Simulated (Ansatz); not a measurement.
Consider the redistribution: `OCBO[SiH3]` + disilane → `OCB[SiH3]` + disiloxane.

Gas-phase electronic energies from Ansatz, PBE0-D4/def2-TZVP geometries. CBS: MP2 limit from def2 TZ/QZ plus the TZ coupled-cluster correction, frozen cores. Functionals use def2-TZVPP. B3LYP here is the variant with VWN-RPA as its local correlation; programs differ in this. Each species was taken in one conformer, which may not be the lowest.

`OCBO[SiH3]`:

Z-matrix (Å, degrees):
```
C
B 1 1.568
O 1 1.415 2 111.4
H 1 1.103 2 108.1 3 123.3
H 1 1.103 2 107.9 3 -123.2
O 2 1.354 1 117.8 3 -179.5
H 2 1.203 1 122.0 3 0.5
H 3 0.959 1 108.7 2 -180.0
Si 6 1.654 2 132.1 1 179.9
H 9 1.482 6 108.1 2 121.7
H 9 1.483 6 108.2 2 -119.6
H 9 1.485 6 110.3 2 1.0
```

`[SiH3][SiH3]`:

Cartesian coordinates in Å:
```
Si 0.184 -0.167 1.143
Si -0.184 0.167 -1.143
H 1.504 -0.816 1.363
H 0.166 1.133 1.864
H -0.877 -1.042 1.712
H -0.162 -1.133 -1.864
H 0.875 1.045 -1.711
H -1.506 0.812 -1.363
```

`OCB[SiH3]`:

Z-matrix (Å, degrees):
```
C
B 1 1.547
O 1 1.411 2 114.8
H 1 1.107 2 106.8 3 -124.9
H 1 1.108 2 106.8 3 124.9
Si 2 2.017 1 120.7 3 -179.9
H 2 1.197 1 120.1 3 0.0
H 3 0.960 1 108.9 2 -179.9
H 6 1.491 2 109.9 1 -121.8
H 6 1.491 2 113.8 1 -0.7
H 6 1.491 2 109.7 1 120.2
```

`[SiH3]O[SiH3]`:

Cartesian coordinates in Å:
```
Si 1.064 1.143 0.159
O 0.094 -0.004 -0.484
Si -1.049 -1.143 -0.233
H 0.246 2.201 0.808
H 1.868 1.737 -0.935
H 1.968 0.540 1.174
H -1.375 -1.769 -1.537
H -2.272 -0.525 0.343
H -0.544 -2.180 0.705
```

```csv
level,ΔE (kJ/mol)
PBE-D4,67.7
B3LYP-D4,57.9
r2SCAN,59.5
B3LYP,58.9
HF/def2-TZVPP,47.2
MP2/def2-TZVPP,55.0
MP2/CBS(def2),52.3
CCSD/CBS(def2),53.6
```

Problem. What does CCSD(T)/CBS give? (An estimate is asked.)

Solution. The calculation gave: +55.9 kJ/mol. The listed levels differ from it by 11.8, 2.0, 3.6, 3.0, -8.7, -0.9, -3.6, -2.3 kJ/mol.

Largest T1 diagnostic among the species: 0.013.

In def2-TZVPP, CCSD(T) changes the Hartree–Fock value by +11.4 kJ/mol (the triples alone add +2.3 kJ/mol) and MP2 by +7.8 kJ/mol. From PBE to PBE0 (25 % exact exchange), in def2-TZVPP and without D4, ΔE moves by −3.2 kJ/mol.
